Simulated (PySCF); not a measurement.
Here is a job for PySCF.
```python
from pyscf import gto, scf, dft

mol = gto.Mole()
mol.atom = '''
    I     0.00000000    0.00000000    0.00000000
'''
mol.basis = 'def2-svp'
mol.ecp = {'I': 'def2-svp'}
mol.charge = 1
mol.spin = 2
mol.verbose = 4
mol.build()

mf = dft.UKS(mol)
mf.xc = 'mn15'
mf.kernel()
```

What <S^2> does MN15/def2-SVP (PySCF) give?

2.002

What is the computed HOMO energy (MN15/def2-SVP)?

-16.20 eV

Estimate the total energy that MN15/def2-SVP returns for this input.

-296.568114 Ha

What is the computed number of basis functions (MN15/def2-SVP)?

26

These values belong to the state on which the SCF converged, which isn't shown to be the lowest.
